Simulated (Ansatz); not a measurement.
Two members of one family (Same ligands, another metal), computed with Ansatz in the gas phase; def2 core potentials for W, no spin–orbit coupling. The two geometries come from different levels. Names give formal oxidation states. The structures are stationary points that may keep the symmetry of their start. Remarks come from the PBE and PBE0 runs and from stability tests at other levels; not every state was tested.

First: CrN(OH)3 (singlet, charge 0, B3LYP-D4/def2-SVP geometry).

```csv
atom,x (Å),y (Å),z (Å)
Cr1,0.0273,-0.0275,-0.0101
N2,-0.9979,0.9904,0.3877
O3,0.6669,0.4473,-1.5638
H4,0.3315,1.2507,-1.9876
O5,-0.7734,-1.5752,-0.1015
H6,-1.7195,-1.6300,0.0951
O7,1.2715,-0.0283,1.2132
H8,1.1936,0.5726,1.9670
```

```
                level  HOMO (eV)  LUMO (eV)  gap (eV)
LDA (SPW92)/def2-TZVP      -7.79      -3.86      3.93
      PBE-D4/def2-SVP      -7.23      -3.35      3.88
  r2SCAN-D4/def2-TZVP      -7.97      -3.66      4.31
 r2SCAN-D4/def2-TZVPD      -8.01      -3.68      4.32
     PBE0-D4/def2-SVP      -8.90      -2.68      6.22
```

Metal–donor distances: 1 × N 1.50 Å, 3 × O 1.75 Å. Remarks: restricted SCF unstable in HF.

Second: WN(OH)3 (singlet, charge 0, r2SCAN-D4/def2-SVP geometry).

```xyz
8

W     0.022   -0.017    0.071
N    -0.472    0.347   -1.489
O     1.861   -0.474   -0.077
H     2.328   -0.469   -0.923
O    -1.071   -1.471    0.620
H    -1.747   -1.855    0.045
O    -0.278    1.569    1.075
H    -0.645    2.369    0.678
```

Problem. Estimate the same table for the second.

Solution. 
```
                level  HOMO (eV)  LUMO (eV)  gap (eV)
LDA (SPW92)/def2-TZVP      -6.94      -2.05      4.89
      PBE-D4/def2-SVP      -6.65      -1.60      5.05
  r2SCAN-D4/def2-TZVP      -7.11      -1.66      5.45
 r2SCAN-D4/def2-TZVPD      -7.14      -1.73      5.42
     PBE0-D4/def2-SVP      -8.26      -0.82      7.45
```

Metal–donor distances: 1 × N 1.68 Å, 3 × O 1.90 Å. Remarks: restricted SCF unstable in HF.
